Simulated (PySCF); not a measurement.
# Spinor energies of Ge²⁺ (germanium, charge +2)

Start: [Ar] 3d10 4s2. Calculated with PySCF 2.14 in x2c-SVPall-2c with one added diffuse shell each of s, p, d type (6s7p4d, 47 functions): generalised Hartree-Fock with the X2C-1e Hamiltonian and a Gaussian nucleus; one run each with spin-orbit coupling (SO) switched off, then screened by Boettger's factors. This is a chosen level, not necessarily the ground level.

```json
{"spinor shell": "1s1/2", "electrons": "2", "ε, spin-free (eV)": "-11195.3", "ε, screened SO (eV)": "-11195.1", "weight of nominal j (screened SO)": "1.000", "rms radius, screened SO (bohr)": "0.0542"}
{"spinor shell": "2s1/2", "electrons": "2", "ε, spin-free (eV)": "-1473.2", "ε, screened SO (eV)": "-1473.2", "weight of nominal j (screened SO)": "1.000", "rms radius, screened SO (bohr)": "0.227"}
{"spinor shell": "2p1/2", "electrons": "2", "ε, spin-free (eV)": "-1285.6", "ε, screened SO (eV)": "-1307.5", "weight of nominal j (screened SO)": "1.000", "rms radius, screened SO (bohr)": "0.201"}
{"spinor shell": "2p3/2", "electrons": "4", "ε, spin-free (eV)": "-1285.6", "ε, screened SO (eV)": "-1275.0", "weight of nominal j (screened SO)": "1.000", "rms radius, screened SO (bohr)": "0.204"}
{"spinor shell": "3s1/2", "electrons": "2", "ε, spin-free (eV)": "-221.58", "ε, screened SO (eV)": "-221.58", "weight of nominal j (screened SO)": "1.000", "rms radius, screened SO (bohr)": "0.668"}
{"spinor shell": "3p1/2", "electrons": "2", "ε, spin-free (eV)": "-161.79", "ε, screened SO (eV)": "-164.89", "weight of nominal j (screened SO)": "1.000", "rms radius, screened SO (bohr)": "0.695"}
{"spinor shell": "3p3/2", "electrons": "4", "ε, spin-free (eV)": "-161.79", "ε, screened SO (eV)": "-160.27", "weight of nominal j (screened SO)": "1.000", "rms radius, screened SO (bohr)": "0.704"}
{"spinor shell": "3d3/2", "electrons": "4", "ε, spin-free (eV)": "-63.638", "ε, screened SO (eV)": "-64.024", "weight of nominal j (screened SO)": "1.000", "rms radius, screened SO (bohr)": "0.808"}
{"spinor shell": "3d5/2", "electrons": "6", "ε, spin-free (eV)": "-63.638", "ε, screened SO (eV)": "-63.383", "weight of nominal j (screened SO)": "1.000", "rms radius, screened SO (bohr)": "0.813"}
{"spinor shell": "4s1/2", "electrons": "2", "ε, spin-free (eV)": "-32.425", "ε, screened SO (eV)": "-32.425", "weight of nominal j (screened SO)": "1.000", "rms radius, screened SO (bohr)": "2.14"}
```

| quantity | spin-free | screened SO |
| --- | --- | --- |
| E (hartree) | -2095.85438 | -2095.91556 |
| M_J | 0 | 0 |
| ⟨J²⟩ | 0.000 | 0.000 |
| ⟨L²⟩ | 0.000 | 0.002 |
| ⟨S²⟩ | 0.000 | 0.002 |

Without spin-orbit coupling the j labels of p, d and f shells carry no meaning; the spin-free column gives the mean over the occupied spinors of each nl shell.
